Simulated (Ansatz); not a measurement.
Cost and result for the atomization energy of `F[Si](F)Br` radical (4 atoms, 3 bonds).

The species carries charge 0 and has multiplicity 2. Correlated methods include outer-core shells of Br, which these sets cover unevenly. Scalar relativity is left out up to krypton. All single points use the PBE0-D4/def2-TZVP geometry. Program: Ansatz. All runs use 4 threads of an Intel Xeon Platinum 8488C on a shared host. Times are those of one run each, without the atoms' runs, and a repeat can differ threefold. Electronic energies, without spin–orbit coupling; frozen cores. CCSD(T)/CBS adds CCSD(T) − MP2 in def2-TZVPP to the MP2 limit, and its time is that of the two runs behind it. T1 = 0.012; ⟨S²⟩ of the reference is 0.76. With those shells the extrapolation isn't a true limit. B3LYP takes the VWN-RPA correlation (the form of Gaussian; ORCA's B3LYP/G).

CCSD(T)/CBS is a level of theory with its own doubt, some kJ/mol a heavy atom from the limit and from the frozen cores, so smaller differences don't rank the functionals.

| level | functions | wall time |
| --- | --- | --- |
| revPBE-D4/def2-TZVPP | 152 | 0.8 s |
| PBE0-D4/def2-TZVPP | 152 | 1.2 s |
| BHLYP-D4/def2-TZVPP | 152 | 1.3 s |
| B3LYP-D4/def2-TZVPP (with forces) | 152 | 1.4 s |
| RPA@PBE/def2-TZVPP | 152 | 1.5 s |
| B2PLYP/def2-TZVPP | 152 | 1.8 s |
| CCSD(T)/def2-SVP | 78 | 2 s |
| r2SCANh-D4/def2-TZVPP | 152 | 2.1 s |
| B97M-V/def2-TZVPP | 152 | 2.3 s |
| ωB97M-V/def2-TZVPP (with forces) | 152 | 4 s |
| MP2/def2-QZVPP | 273 | 4.9 s |
| CCSD(T)/def2-TZVPP | 152 | 16 s |
| CCSD(T)/CBS(def2) | – | 20 s |

(1) What atomization energy does each give, and how far from CCSD(T)/CBS? (An estimate is asked.)

## Answers

(1) The calculation gave: 
| level | atomization (kJ/mol) | difference from CCSD(T)/CBS | per bond |
| --- | --- | --- | --- |
| revPBE-D4/def2-TZVPP | 1432.8 | -28.6 | -9.5 |
| PBE0-D4/def2-TZVPP | 1436.4 | -25.0 | -8.3 |
| BHLYP-D4/def2-TZVPP | 1366.0 | -95.4 | -31.8 |
| B3LYP-D4/def2-TZVPP (with forces) | 1428.0 | -33.4 | -11.1 |
| RPA@PBE/def2-TZVPP | 1272.1 | -189.3 | -63.1 |
| B2PLYP/def2-TZVPP | 1429.3 | -32.1 | -10.7 |
| CCSD(T)/def2-SVP | 1283.9 | -177.5 | -59.2 |
| r2SCANh-D4/def2-TZVPP | 1454.3 | -7.1 | -2.4 |
| B97M-V/def2-TZVPP | 1450.0 | -11.4 | -3.8 |
| ωB97M-V/def2-TZVPP (with forces) | 1440.1 | -21.3 | -7.1 |
| MP2/def2-QZVPP | 1530.0 | 68.6 | 22.9 |
| CCSD(T)/def2-TZVPP | 1399.9 | -61.5 | -20.5 |
| CCSD(T)/CBS(def2) | 1461.4 | 0.0 | 0.0 |

From PBE to PBE0 (25 % exact exchange), in def2-TZVPP and without D4, the atomization energy moves by −49.1 kJ/mol: exact exchange takes away binding that semilocal exchange gives to molecules. In def2-TZVPP, CCSD(T) changes the Hartree–Fock value by +339.3 kJ/mol (the triples alone add +30.1 kJ/mol) and MP2 by +431.2 kJ/mol; breaking electron pairs costs correlation energy, which Hartree–Fock lacks. The D4 term adds +16.0 kJ/mol with B3LYP and +8.1 kJ/mol with PBE0; it sums over pairs of atoms, weighted by their polarisabilities, and B3LYP, whose exchange is more repulsive, gets the larger term.
